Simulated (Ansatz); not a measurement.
Geometry optimisation, RKS BHLYP-D4/def2-SVP (Ansatz).

Input:

```yaml
crystal:
  periodic: [false, false, false]
  atoms:
    - { symbol: C, position_ang: [-1.40045, 0.94252, 0.11191] }
    - { symbol: C, position_ang: [-0.17119, 0.44803, 0.54689] }
    - { symbol: B, position_ang: [0.77198, -0.52056, -0.06774] }
    - { symbol: Cl, position_ang: [0.47488, -1.32963, -1.6302] }
    - { symbol: H, position_ang: [-1.6495, 0.45861, -0.88303] }
    - { symbol: H, position_ang: [0.15604, 0.85964, 1.52063] }
    - { symbol: H, position_ang: [1.81824, -0.85862, 0.40154] }
total_charge: -1
basis:
  gaussian: { orbitals: def2-SVP }
hamiltonian:
  xc: { name: BHLYP }
  dispersion: d4
relax:
  f_tol: 0.02
  max_steps: 50
output:
  orbitals: {}
```

Run as:

```bash
$ ansatz run input.yaml --threads 1 --pin off --max-ram 2048MiB --backend cpu --events-out ev --progress --plain --runs-dir out
```

**Question.** Where does it end, and by what steps?

**Answer.** It converged. Limits of this set-up: an anion without diffuse functions, the dipole of an ion depends on the origin. After 4 steps the energy has fallen by 0.041 eV; H5 moved furthest, 0.08 Å.

```
step  energy less start (eV)  largest force component (eV/Å)  accepted
   0                  0.0000                           0.720       yes
   1                 -0.0322                           0.361       yes
   2                 -0.0272                           0.327        no
   3                 -0.0410                           0.124       yes
   4                 -0.0414                           0.009       yes
```

```xyz
7
Properties=species:S:1:pos:R:3
C -1.411 0.934 0.102
C -0.184 0.470 0.563
B 0.751 -0.505 -0.066
Cl 0.447 -1.330 -1.667
H -1.583 0.422 -0.875
H 0.172 0.863 1.531
H 1.808 -0.855 0.411
```

Whether the end is a true minimum wasn't checked by a vibrational analysis.

Run time: 13 s on 1 thread of Arm Neoverse V2 (shared host), peak memory 0.14 GiB.
